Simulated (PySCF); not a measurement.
## Radial density of Ge (germanium, neutral)

UHF, [Ar] 3d10 4s2 4p2, high-spin 3P determinant. Computed with PySCF 2.14 in jorge-DZP-DKH, with scalar relativity by spin-free X2C-1e.

| r (bohr) | 4πr²ρ (e/bohr) | 4πr²(ρα − ρβ) |
| --- | --- | --- |
| 0.000768 | 0.2825 | 0.0000 |
| 0.00129 | 0.6902 | 0.0000 |
| 0.00217 | 1.669 | 0.0000 |
| 0.00366 | 3.929 | -0.0001 |
| 0.00615 | 8.742 | -0.0002 |
| 0.0103 | 17.64 | -0.0003 |
| 0.0174 | 30.17 | 0.0001 |
| 0.0293 | 39.14 | 0.0031 |
| 0.0492 | 35.21 | 0.0146 |
| 0.0828 | 32.99 | 0.0359 |
| 0.139 | 45.51 | 0.0285 |
| 0.234 | 31.25 | -0.0191 |
| 0.394 | 24.91 | 0.0516 |
| 0.663 | 24.86 | 0.0163 |
| 1.11 | 6.838 | 0.1438 |
| 1.88 | 2.249 | 0.7190 |
| 3.15 | 0.9533 | 0.5862 |
| 5.31 | 0.09136 | 0.0803 |
| 8.92 | 1.584e-05 | 0.0000 |

Densities and radii are taken from the X2C orbitals without a picture-change correction, which distorts them close to the nucleus.

Question: Where is the radial spin density 4πr²(ρα − ρβ) most negative, and why is it negative at all?

Answer: Around r = 0.234 bohr, down to -0.0191 e/bohr: exchange with the open shell polarises the paired shells in an unrestricted calculation.
